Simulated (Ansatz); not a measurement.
`FC1=CCB1` at its PBE0-D4/def2-TZVP geometry, where that method's forces vanish. Charge 0, multiplicity 1.

| atom | x (Å) | y (Å) | z (Å) |
| --- | --- | --- | --- |
| F1 | -1.681 | -1.237 | -1.356 |
| C2 | -0.926 | -0.491 | -0.578 |
| C3 | 0.314 | 0.012 | -0.811 |
| C4 | 0.534 | 0.813 | 0.445 |
| B5 | -0.485 | -0.343 | 0.850 |
| H6 | 1.043 | -0.262 | -1.571 |
| H7 | 1.541 | 0.787 | 0.864 |
| H8 | 0.155 | 1.829 | 0.394 |
| H9 | -0.495 | -1.107 | 1.764 |

For each bond, give half the difference of the two atoms' forces along it (eV/Å; positive pushes the atoms apart) under PBE-D4, r2SCAN-D4, B3LYP-D4, ωB97M-V in def2-TZVPP. (Estimate.)

Computed: 
| bond | length (Å) | PBE-D4 | r2SCAN-D4 | B3LYP-D4 | ωB97M-V |
| --- | --- | --- | --- | --- | --- |
| F1–C2 | 1.316 | 0.39 | 0.26 | 0.42 | 0.36 |
| C2–C3 | 1.357 | 0.36 | 0.12 | -0.07 | -0.14 |
| C2–B5 | 1.502 | -0.03 | -0.06 | -0.06 | -0.03 |
| C3–C4 | 1.506 | 0.03 | 0.11 | 0.25 | 0.28 |
| C3–H6 | 1.089 | -0.02 | -0.08 | -0.19 | -0.17 |
| C4–B5 | 1.593 | 0.09 | 0.10 | 0.20 | 0.17 |
| C4–H7 | 1.090 | 0.07 | -0.05 | -0.10 | -0.12 |
| C4–H8 | 1.087 | 0.09 | -0.05 | -0.07 | -0.13 |
| B5–H9 | 1.191 | 0.00 | -0.06 | -0.22 | -0.22 |

B3LYP here is the variant with VWN-RPA as its local correlation; programs differ in this.
